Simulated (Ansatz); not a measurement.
Consider the atomization: `[SiH3][Al]1[CH2]C[O]1` → Al• + 2 C• + 7 H• + O• + Si•.

Gas-phase electronic energies from Ansatz, PBE0-D4/def2-TZVP geometries. CCSD(T)/CBS is the MP2 limit (def2-TZVPP, def2-QZVPP) plus CCSD(T) − MP2 in def2-TZVPP, frozen cores. This one scheme is used for every species, atoms too. DFT in def2-TZVPP. Open shells (•) are unrestricted, without spin–orbit coupling. Spin–orbit coupling would lower the free atoms: a little for Al, C, O, Si.

CCSD(T)/CBS gives +1018.1 kcal/mol.

(1) Another level gave +1025.0 kcal/mol. Which?
A. CCSD/def2-TZVPP
B. PBE0-D4/def2-TZVPP
C. PBE0/def2-TZVPP
D. PBE/def2-TZVPP

Largest T1 diagnostic among the species: 0.018.

Answers

(1) D. PBE 1025.0, PBE0 1011.4, PBE0-D4 1016.0, CCSD/def2-TZVPP 978.2 kcal/mol.

The D4 term adds +8.8 kcal/mol with B3LYP and +4.6 kcal/mol with PBE0; it sums over pairs of atoms, weighted by their polarisabilities, and B3LYP, whose exchange is more repulsive, gets the larger term. From PBE to PBE0 (25 % exact exchange), in def2-TZVPP and without D4, ΔE moves by −13.6 kcal/mol: exact exchange takes away binding that semilocal exchange gives to molecules.

B3LYP here is the variant with VWN-RPA as its local correlation; programs differ in this.

For atomizations the MP2-based limit and the directly extrapolated one differ by several kJ/mol either way, and by 10 to 25 for some Ge, Se and Sn compounds, so smaller differences from it don't rank the levels.
